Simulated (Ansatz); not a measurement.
Reaction (silylene formation by 1,1-elimination): `CO[SiH](O)[SiH2]O` → `O[SiH2]O` + `CO[SiH]`

Gas-phase electronic energies from Ansatz, PBE0-D4/def2-TZVP geometries. CCSD(T)/CBS is the MP2 limit (def2-TZVPP, def2-QZVPP) plus CCSD(T) − MP2 in def2-TZVPP, frozen cores. Each species was taken in one conformer, which may not be the lowest.

`CO[SiH](O)[SiH2]O`:

Cartesian coordinates in Å:
```
C -1.595 1.444 -0.393
O -0.233 1.302 -0.734
Si 0.502 -0.155 -0.917
O 1.942 0.071 -1.668
Si 1.013 -1.136 1.151
O -0.418 -1.086 1.994
H -1.778 1.144 0.643
H -1.866 2.495 -0.510
H -2.237 0.843 -1.048
H -0.414 -1.009 -1.736
H 1.934 0.473 -2.539
H 1.493 -2.543 1.008
H 2.083 -0.386 1.872
H -0.425 -1.457 2.877
```

`O[SiH2]O`:

Cartesian coordinates in Å:
```
O 1.056 0.752 0.650
Si -0.117 0.207 -0.361
O -0.803 -1.201 0.130
H 0.794 1.026 1.530
H -1.256 1.152 -0.429
H 0.579 0.048 -1.659
H -0.253 -1.985 0.139
```

`CO[SiH]`:

Cartesian coordinates in Å:
```
C -0.135 0.780 -0.021
O 0.733 -0.140 0.602
Si 0.822 -1.772 0.482
H -0.683 1.333 0.746
H -0.845 0.265 -0.677
H 0.454 1.490 -0.607
H -0.345 -1.955 -0.525
```

| species | CCSD(T)/def2-TZVPP energy (Eh) |
| --- | --- |
| `CO[SiH](O)[SiH2]O` | -846.47695 |
| `O[SiH2]O` | -441.82321 |
| `CO[SiH]` | -404.59714 |

(1) Work out ΔE.

Largest T1 diagnostic among the species: 0.015.

Answers

(1) ΔE = (-441.82321) + (-404.59714) − (-846.47695) = 0.05660 Eh = +148.6 kJ/mol. CCSD(T)/CBS gives +155.4 kJ/mol.

From PBE to PBE0 (25 % exact exchange), in def2-TZVPP and without D4, ΔE moves by +12.3 kJ/mol. In def2-TZVPP, CCSD(T) changes the Hartree–Fock value by +7.2 kJ/mol (the triples alone add +1.6 kJ/mol) and MP2 by +16.7 kJ/mol. The D4 term adds +16.9 kJ/mol with B3LYP and +9.8 kJ/mol with PBE0; it sums over pairs of atoms, weighted by their polarisabilities, and B3LYP, whose exchange is more repulsive, gets the larger term.

B3LYP here is the variant with VWN-RPA as its local correlation; programs differ in this.
